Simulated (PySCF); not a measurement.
# GeN(OH), singlet: molecular constants

All numbers come from PySCF, PBE0, basis Ge def2-TZVP, N def2-TZVP, O def2-TZVP, H def2-TZVP (no relativity, density fitting).

The structure is a minimum.

```xyz
4
charge 0 multiplicity 1, angstrom
Ge    0.0138    0.0000    0.0684
N     0.0062    0.0000    1.7047
O    -0.1159    0.0000   -1.6750
H     0.7413    0.0000   -2.1171
```

```
Point group                                                                   : Cs
Bond lengths                                                                  : Ge–N 1.636 Å, Ge–O 1.748 Å, O–H 0.964 Å
Bond angles                                                                   : Ge–O–H 113.0°, N–Ge–O 175.5°
Heat capacity Cp at 298.15 K                                                  : 56.3 J/(mol K)
Rotational constants                                                          : 22.5, 0.1863, 0.1848 cm⁻¹
Principal polarisabilities                                                    : 31.5, 32.9, 57.5 bohr³
Atomisation energy without zero-point energy                                  : 1048 kJ/mol
Entropy at 298.15 K and 1 bar                                                 : 278.8 J/(mol K)
Highest occupied level                                                        : -7.41 eV
Zero-point energy                                                             : 40.4 kJ/mol
Rotational symmetry number                                                    : 1
Dipole moment                                                                 : 4.63 D
Enthalpy at 298.15 K above 0 K                                                : 14.01 kJ/mol
Lowest empty level                                                            : -2.81 eV
Principal quadrupole moments (Buckingham, traceless) about the centre of mass : -8.31, 1.68, 6.63 D Å
```

Harmonic modes (masses in u: Ge 73.921, N 14.003, O 15.995, H 1.008):
| symmetry | ω (cm⁻¹) | IR (km/mol) |
| --- | --- | --- |
| a' | 120 | 7.4 |
| a'' | 137 | 0.3 |
| a' | 709 | 89.4 |
| a' | 889 | 70.2 |
| a' | 1054 | 11.6 |
| a' | 3841 | 145 |

Charges (e):
| atom | Mulliken | Löwdin | polar tensor | Mayer order to Ge1 |
| --- | --- | --- | --- | --- |
| Ge1 | 0.60 | 0.41 | 0.62 | – |
| N2 | -0.46 | -0.39 | -0.33 | 2.86 |
| O3 | -0.49 | -0.20 | -0.59 | 1.16 |
| H4 | 0.34 | 0.18 | 0.30 | 0.03 |
Other Mayer orders above 0.3: O–H 0.86.

Mulliken populations on Ge1: s 7.14, p 13.89, d 10.28, f 0.08.

Other isomers or separated fragments may lie lower.

The final relaxation and frequency run took about 110 core-seconds on a shared host.
